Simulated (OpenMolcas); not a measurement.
# Ne4+, Ar4+, Kr4+, Xe4+: ns² np² down the group

- Program: OpenMolcas
- Method: SS-CASPT2, IPEA 0.25 Eh, imaginary shift 0.1 Eh
- Basis: ANO-RCC-VTZP
- Scalar Hamiltonian: DKH2, point nucleus
- Spin-orbit coupling: RASSI with atomic mean-field integrals over the reference wave functions, term energies averaged over their components

Active space for each ion: 4 electrons in 8 orbitals (s p s p); closed shells correlated by CASPT2: Ne4+ 1s; Ar4+ 2s 2p; Kr4+ 3d; Xe4+ 4d.

Computed levels in cm-1 above ³P₀:

```csv
Level,Ne4+,Ar4+,Kr4+,Xe4+
³P₁,401,693,3280,7720
³P₂,1156,1866,6900,12520
¹D₂,30860,16550,19580,25830
¹S₀,64050,37300,38730,43570
weight of ³P in the lowest level (%),100,100,97,92
```

Mixed levels, with the weight of the term that names them: Xe4+ ³P₂ (74 %), Xe4+ ¹D₂ (74 %).

Measured, with the error of the calculation in %. Measured levels: Ne4+ from NIST levels in Podobedova, Fuhr, Reader and Wiese, J. Phys. Chem. Ref. Data 33, 525 (2004); Ar4+ from Saloman, J. Phys. Chem. Ref. Data 39, 033101 (2010); Kr4+ from Saloman, J. Phys. Chem. Ref. Data 36, 215 (2007).

```
Level          Ne4+          Ar4+          Kr4+
  ³P₁    412 (-2.9)    763 (-9.1)  3743 (-12.4)
  ³P₂   1110 (+4.1)   2029 (-8.0)   7595 (-9.2)
  ¹D₂  30292 (+1.9)  16299 (+1.5)  19723 (-0.7)
  ¹S₀  63914 (+0.2)  37912 (-1.6)  39204 (-1.2)
```

The fine-structure level ³P₂ changes by a factor of 10.8 from Ne4+ to Xe4+.

Without spin-orbit coupling ¹D lies 30070, 15190, 13250, 10420 cm-1 above ³P in that order; the difference to the level ¹D₂, of either sign, comes from spin-orbit coupling, which also lowers the zero.

CASPT2 does not keep the components of a term degenerate, so their means are used; among the terms shown or strongly mixed into the levels shown the widest spread is 68 cm-1 (5s² 5p² ¹D, Xe4+). Over all roots computed the reference weight is 0.85 to 0.99 in Ar4+, 0.86 to 0.99 in Kr4+, 0.81 to 0.95 in Xe4+; the roots of lowest weight are the least certain, and an intruder state may touch them. Active for correlation alone: 3p 3s; no level in the range computed is led by a configuration that fills them, so any true level of that kind is missing (holds for Ne4+). Active for correlation alone: 4p 4s; no level in the range computed is led by a configuration that fills them, so any true level of that kind is missing (holds for Ar4+). Active for correlation alone: 5p 5s; no level in the range computed is led by a configuration that fills them, so any true level of that kind is missing (holds for Kr4+). Active for correlation alone: 6p 6s; no level in the range computed is led by a configuration that fills them, so any true level of that kind is missing (holds for Xe4+). Computed and measured levels are paired by configuration, term and J; levels that our copy of the source lacks, or whose pairing is in doubt (as where it misses far off the trend of its configuration), stay unpaired and out of the deviations. Only configurations of the active space appear.
